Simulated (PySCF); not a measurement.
# Working out the ionisation energy of Pt

Pt [Xe] 4f14 5d9 6s1 (3D) → Pt+ [Xe] 4f14 5d9 (2D). Computed with PySCF 2.14 in x2c-TZVPPall with one added diffuse shell each of s, p, d, f type (12s8p8d4f1g, 113 functions), with scalar relativity by spin-free X2C-1e. Frozen: [Kr] 4d10 4f14. Energies in hartree (1 hartree = 27.21139 eV):

```
             part     Pt (lower)    Pt+ (upper)
              UHF  -18410.139308  -18409.860273
MP2 opposite-spin      -0.356465      -0.323591
    MP2 same-spin      -0.181061      -0.156952
```

Task: What does Hartree-Fock give?

Result: (-18409.860273) − (-18410.139308) = 0.279035 hartree = 7.593 eV.

Task: What do MP2 and SCS-MP2 (6/5 opposite-spin, 1/3 same-spin) give?

Result: The opposite-spin parts differ by 0.895 eV and the same-spin parts by 0.656 eV. MP2: 7.593 + (0.895) + (0.656) = 9.144 eV. SCS-MP2: 7.593 + 1.2 × (0.895) + (0.656)/3 = 8.886 eV.

A first-order spin-orbit estimate adds -0.020 eV to MP2 (valence and next inner shell), giving 9.124 eV against 8.959 eV (measured; NIST Atomic Spectra Database, ionization energies).

What remains against the reference includes basis incompleteness, the frozen core and correlation beyond second order.
